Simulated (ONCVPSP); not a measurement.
# What one change does to a pseudopotential (osmium, ONCV)

```json
{
  "Element": "osmium",
  "Generator": "ONCVPSP 4.0.1",
  "Type": "optimised norm-conserving Vanderbilt (ONCV)",
  "Functional": "PBEsol",
  "Relativity": "fully relativistic",
  "Frozen core": "[Kr] 4d10",
  "Valence charge": "30",
  "Reference configuration": "4f14 5s2 5p6 5d6 6s1.75 6p0.25",
  "Partial waves": "5s+6s: rc 1.70 bohr, ncon 4, nbas 8, qcut 5.4 1/bohr, 2 projectors; 5p+6p: rc 1.65 bohr, ncon 3, nbas 7, qcut 10 1/bohr, 3 projectors, debl 1.1 Ha; 5d: rc 1.75 bohr, ncon 5, nbas 8, qcut 5.7 1/bohr, 2 projectors, debl 3.1 Ha; 4f: rc 1.05 bohr, ncon 4, nbas 9, qcut 17.4 1/bohr, 2 projectors, debl 0.4 Ha",
  "Local potential": "polynomial inside 1.00 bohr (lpopt 4, dvloc0 0 Ha)",
  "Core correction": "Teter function, fcfact 4.5, rcfact 1.55"
}
```

Open shells are filled in proportion to 2j + 1.

In the f channel the program set the typed energies aside and used -1.878, 0.250 Ha (j = l + 1/2; the other j can differ).

All-electron outer shells of the reference configuration (PBEsol, scalar-relativistic, ld1.x):

```json
{"shell": "4p", "level (eV)": "-471.75", "outermost node (bohr)": "0.23", "outermost maximum (bohr)": "0.42"}
{"shell": "4d", "level (eV)": "-273.18", "outermost node (bohr)": "0.21", "outermost maximum (bohr)": "0.44"}
{"shell": "5s", "level (eV)": "-92.08", "outermost node (bohr)": "0.51", "outermost maximum (bohr)": "0.91"}
{"shell": "4f", "level (eV)": "-52.50", "outermost node (bohr)": "–", "outermost maximum (bohr)": "0.40"}
{"shell": "5p", "level (eV)": "-51.34", "outermost node (bohr)": "0.55", "outermost maximum (bohr)": "1.03"}
{"shell": "5d", "level (eV)": "-6.73", "outermost node (bohr)": "0.60", "outermost maximum (bohr)": "1.36"}
{"shell": "6s", "level (eV)": "-6.52", "outermost node (bohr)": "1.20", "outermost maximum (bohr)": "2.48"}
{"shell": "6p", "level (eV)": "-1.48", "outermost node (bohr)": "1.43", "outermost maximum (bohr)": "3.47"}
```

Change: local potential polynomial inside 1.00 bohr (lpopt 4, dvloc0 0.5 Ha).

Cutoffs: the cutoffs (Ha) at which the residual kinetic energy of the hardest occupied pseudo-wave falls to 1 and 0.1 mHa per electron; they do not see the model core or the augmentation charge, which bear on the density cutoff. Errors are all-electron minus pseudo energies relative to the spin-unpolarised reference configuration.

Q: How do hardness, ghosts and transferability respond?

A: The potential gets neither clearly harder nor softer (128 Ha and 139 Ha → 128 Ha and 139 Ha); the errors of the 3 common tests hardly move; neither file shows a bound ghost.

| quantity | base | changed |
| --- | --- | --- |
| cutoff, loose | 128 Ha | 128 Ha |
| cutoff, tight | 139 Ha | 139 Ha |
| bound ghosts | none | none |
| GHOST(+) flags under 300 eV | none | s at 123.9 eV |
| tests with a reliable result | 3 of 4 | 3 of 4 |
| error for 4f14 5s2 5p6 5d6 6s2 6p0, meV [ΔE -1.24 eV] | -0.2 | -0.1 |
| error for 4f14 5s2 5p6 5d6 6s1 6p0, meV [ΔE 8.40 eV] | -1.1 | -1.2 |
| error for 4f13 5s2 5p6 5d7 6s2 6p0, meV [ΔE 48.76 eV] | +275 | +272 |
| s: phases at 1.73 bohr within 0.05 rad from the reference energy up to (Ha; the scan ends near 5) | 3.4 | 3.6 |
| p3/2: phases at 1.68 bohr within 0.05 rad from the reference energy up to (Ha; the scan ends near 5) | to the end of the scan | to the end of the scan |
| p1/2: phases at 1.68 bohr within 0.05 rad from the reference energy up to (Ha; the scan ends near 5) | to the end of the scan | to the end of the scan |
| d5/2: phases at 1.78 bohr within 0.05 rad from the reference energy up to (Ha; the scan ends near 5) | to the end of the scan | to the end of the scan |
| d3/2: phases at 1.78 bohr within 0.05 rad from the reference energy up to (Ha; the scan ends near 5) | to the end of the scan | to the end of the scan |
| f7/2: phases at 1.06 bohr within 0.05 rad from the reference energy up to (Ha; the scan ends near 5) | to the end of the scan | to the end of the scan |
| f5/2: phases at 1.06 bohr within 0.05 rad from the reference energy up to (Ha; the scan ends near 5) | to the end of the scan | to the end of the scan |
| rms error of d²Exc/dni dnj with the model core, mHa | 2.69 | 2.69 |
